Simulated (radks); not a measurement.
The numbers below are computed, except where a source is named.
Effect of the nuclear size on neutral phosphorus, [Ne] 3s2 3p3. Code: a radial shooting solver on a logarithmic mesh with Libxc functionals. Model: Dirac Kohn-Sham, exchange-only LDA, spin-unpolarised, spherical densities, finite nucleus; open shells fill j = l - 1/2 first; Fermi nuclear charge, rms radius 3.1889 fm. The rms radius is varied about that value; shifts are against it.

| rms radius (fm) | total energy shift (eV) | density at nucleus (e/bohr^3) | 1s1/2 shift (meV) | 2s1/2 shift (meV) |
|---|---|---|---|---|
| 2.7425 | -0.00191 | 2372 | -0.800 | -0.054 |
| 3.039 | -0.000673 | 2368 | -0.282 | -0.019 |
| 3.1889 | 0 | 2367 | 0.000 | 0.000 |
| 3.2973 | 0.000506 | 2365 | 0.212 | 0.014 |
| 3.798 | 0.00306 | 2360 | 1.28 | 0.086 |

Slopes of the eigenvalues against <r^2> in GHz/fm^2, as finite differences over the two radii next to the reference (eigenvalue slopes, not the field-shift constants of lines): 1s1/2 73.0, 2s1/2 4.92.
